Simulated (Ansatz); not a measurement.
`[SiH3][O][Sn][Cl]` + H₂O → `[OH][Sn][Cl]` + `O[SiH3]`  (formal hydrolysis of the Sn–O bond)

Isolated molecules relaxed with PBE0-D4/def2-TZVP in Ansatz; ΔE leaves out vibrations. CCSD(T)/CBS adds triple-zeta CCSD(T) − MP2 to the extrapolated MP2 energy (def2 sets, frozen cores). This one scheme is used for every species. DFT in def2-TZVPP. Elements past krypton have def2 core potentials. For Sn outer-core shells are correlated without core-valence functions, which leaves a few kJ/mol of doubt a bond. One conformer a species, not always the lowest.

**Question.** Is it downhill or uphill in electronic energy at CCSD(T)/CBS, and by how much? (Estimate.)

**Answer.** Ansatz gave: Uphill: ΔE = +7.4 kcal/mol.

**Question.** What do these levels give: r2SCAN0-D4, CAM-B3LYP-D4, LC-ωPBE, CCSD/def2-TZVPP, HF/def2-QZVPP, MP2/CBS(def2)? (Best estimate.)

**Answer.** Ansatz gave: r2SCAN0-D4 6.4, CAM-B3LYP-D4 6.5, LC-ωPBE 5.3, CCSD/def2-TZVPP 7.1, HF/def2-QZVPP 6.8, MP2/CBS(def2) 7.7 kcal/mol.

**Question.** What do rigid-rotor, harmonic-oscillator terms from PBE0-D4/def2-TZVP frequencies (298.15 K, 1 bar) make of the CCSD(T)/CBS value? (An estimate is asked.)

**Answer.** The calculation gave: ΔZPE = +0.6 kcal/mol, ΔH = +7.1 kcal/mol, ΔS = 6 J/(mol·K), ΔG = +6.7 kcal/mol.

Largest T1 diagnostic among the species: 0.017.

At CCSD(T), def2-SVP lies +1.5 kcal/mol from the extrapolated value and def2-TZVPP −0.3 kcal/mol. The D4 term adds +2.2 kcal/mol with B3LYP and +1.3 kcal/mol with PBE0; it sums over pairs of atoms, weighted by their polarisabilities, and B3LYP, whose exchange is more repulsive, gets the larger term. Leaving LDA and LC-ωPBE aside and taking each functional with its dispersion term where it has one, the values, not all of them listed here, spread over 2.7 kcal/mol, from PBE-D4 to BHLYP-D4.

B3LYP here is the variant with VWN-RPA as its local correlation; programs differ in this.
